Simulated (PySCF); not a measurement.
SMILES CC(C)Oc1ccccc1, C9H12O

Geometry:
| atom | x (Å) | y (Å) | z (Å) |
| --- | --- | --- | --- |
| C1 | -1.402 | -0.463 | -1.449 |
| C2 | -1.373 | -0.095 | 0.024 |
| C3 | -2.540 | -0.675 | 0.796 |
| O4 | -0.199 | -0.602 | 0.643 |
| C5 | 0.990 | 0.015 | 0.484 |
| C6 | 2.087 | -0.613 | 1.092 |
| C7 | 3.354 | -0.053 | 1.004 |
| C8 | 3.556 | 1.143 | 0.309 |
| C9 | 2.468 | 1.764 | -0.295 |
| C10 | 1.188 | 1.212 | -0.216 |
| H11 | -1.417 | -1.558 | -1.562 |
| H12 | -0.520 | -0.079 | -1.980 |
| H13 | -2.300 | -0.052 | -1.934 |
| H14 | -1.390 | 1.005 | 0.134 |
| H15 | -2.532 | -1.773 | 0.729 |
| H16 | -2.476 | -0.394 | 1.857 |
| H17 | -3.493 | -0.306 | 0.391 |
| H18 | 1.910 | -1.545 | 1.632 |
| H19 | 4.196 | -0.556 | 1.485 |
| H20 | 4.553 | 1.581 | 0.240 |
| H21 | 2.607 | 2.698 | -0.845 |
| H22 | 0.357 | 1.722 | -0.704 |

Level of theory: PySCF 2.14.0, quadratic response CAM-B3LYP/def2-SVPD first hyperpolarisability, Taylor convention, gas phase. Geometry: PBE0-D3(BJ)/def2-SVP.

(1) Give the tensor of the static β(0;0,0) in the axes of these coordinates.

Answers

(1) In au, Taylor convention; rows are the first index (the induced dipole):
```csv
,xx,yy,zz,xy,xz,yz
x,-168.9,-24.1,+11.9,-102.1,+27.7,-3.1
y,-102.1,+2.2,+2.3,-24.1,-3.1,-8.1
z,+27.7,-8.1,+8.8,-3.1,+11.9,+2.3
```
Norm of βᵢ = ⅓ Σⱼ (βᵢⱼⱼ + βⱼᵢⱼ + βⱼⱼᵢ): 207.7 au, hyper-Rayleigh value 97.2 au.
